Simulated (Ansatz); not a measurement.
Reaction (atomization): `CCCCC(=O)CC` → 7 C• + 14 H• + O•

Calculated with Ansatz (gas phase, PBE0-D4/def2-TZVP geometries, no zero-point term in ΔE). CCSD(T)/CBS adds triple-zeta CCSD(T) − MP2 to the extrapolated MP2 energy (def2 sets, frozen cores). This one scheme is used for every species, atoms too. For atomizations the MP2-based limit and the directly extrapolated one differ by several kJ/mol either way, and by 10 to 25 for some Ge, Se and Sn compounds, so smaller differences from it don't rank the levels. No spin–orbit coupling; open shells (•) take unrestricted orbitals. Spin–orbit coupling would lower the free atoms: a little for C, O. Each species was taken in one conformer, which may not be the lowest.

```
      species  MP2/def2-SVP energy (Eh)
`CCCCC(=O)CC`                -349.01598
           C•                 -37.69532
           H•                  -0.49928
           O•                 -74.82140
```

(1) Work out ΔE.

Largest T1 diagnostic among the species: 0.011.

Results:

(1) ΔE = 14 × (-0.49928) + 7 × (-37.69532) + (-74.82140) − (-349.01598) = 3.33742 Eh = +8762.4 kJ/mol. CCSD(T)/CBS gives +9011.7 kJ/mol.

From BLYP to BHLYP (50 % exact exchange), in def2-TZVPP and without D4, ΔE moves by −143.0 kJ/mol: exact exchange takes away binding that semilocal exchange gives to molecules. Leaving LDA and LC-ωPBE aside and taking each functional with its dispersion term where it has one, the values, not all of them listed here, spread over 418.0 kJ/mol, from BHLYP-D4 to PBE-D4. LDA lies +1103.4 kJ/mol from PBE without D4, its usual overbinding. In def2-TZVPP, CCSD(T) changes the Hartree–Fock value by +2068.7 kJ/mol (the triples alone add +117.7 kJ/mol) and MP2 by +2184.5 kJ/mol; breaking electron pairs costs correlation energy, which Hartree–Fock lacks.
